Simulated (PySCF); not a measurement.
Delta-SCF ions had no search for a lower state. Excitations are Tamm–Dancoff values on a coarser integration grid. The basis has no diffuse functions, so Rydberg states are missing or too high.

Cartesian coordinates (Å):
```xyz
15

B     -2.0818    -1.0401     0.3836
C     -0.9325    -0.0686     0.1143
C     -1.1688     1.4084    -0.0895
C      0.3102    -0.5942     0.0607
C      1.5410     0.1302    -0.1856
C      2.7293    -0.4644    -0.2232
H     -3.2134    -0.6636     0.4405
H     -1.8464    -2.1993     0.5399
H     -0.6123     2.0128     0.6297
H     -2.2233     1.6509     0.0245
H     -0.8635     1.7328    -1.0869
H      0.4202    -1.6630     0.2144
H      1.4757     1.1997    -0.3457
H      3.6388     0.0906    -0.4081
H      2.8268    -1.5323    -0.0686
```
Charge 0, multiplicity 1.

Problem. What vertical ionisation energy (Delta-SCF), brightest of the four lowest singlets (TDA), HOMO, dipole moment and S1 oscillator strength does PySCF 2.14.0 with CAM-B3LYP-D3(BJ)/def2-TZVP give?

Solution. 
vertical ionisation energy (Delta-SCF): 8.93 eV
brightest of the four lowest singlets (TDA): 5.00 eV
HOMO: -8.25 eV
dipole moment: 1.98 D
S1 oscillator strength: 0.824
